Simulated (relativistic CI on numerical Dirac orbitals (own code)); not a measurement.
## Crystal-field levels of V4+, 3d

Calculated by Dirac-Coulomb-Breit CI, separate exchange-only KLI orbitals for each configuration, model QED, valence Slater integrals scaled by 0.65, one configuration in a parametric crystal field (own radial code).

Field parameters in Wybourne normalisation: D4h B²₀ = −7Ds, B⁴₀ = 21(Dq − Dt), B⁴₄ = 21√(5/14) Dq. The field is a parameter set, without covalency.

S is read from ⟨S²⟩ = S(S + 1).

Levels (cm⁻¹, degeneracy): 0 (2), 1171 (2), 1430 (2), 23226 (2), 28186 (2).

(1) Which field gives this pattern?
A. D4h, 10Dq = 12800, Ds = -470, Dt = 630 cm⁻¹
B. D4h, 10Dq = 23200, Ds = -890, Dt = -280 cm⁻¹
C. D4h, 10Dq = 36600, Ds = 1140, Dt = -510 cm⁻¹
D. D4h, 10Dq = 35650, Ds = 590, Dt = 840 cm⁻¹

## Answers

(1) B. D4h, 10Dq = 23200, Ds = -890, Dt = -280 cm⁻¹, ground level with S = 0.50.
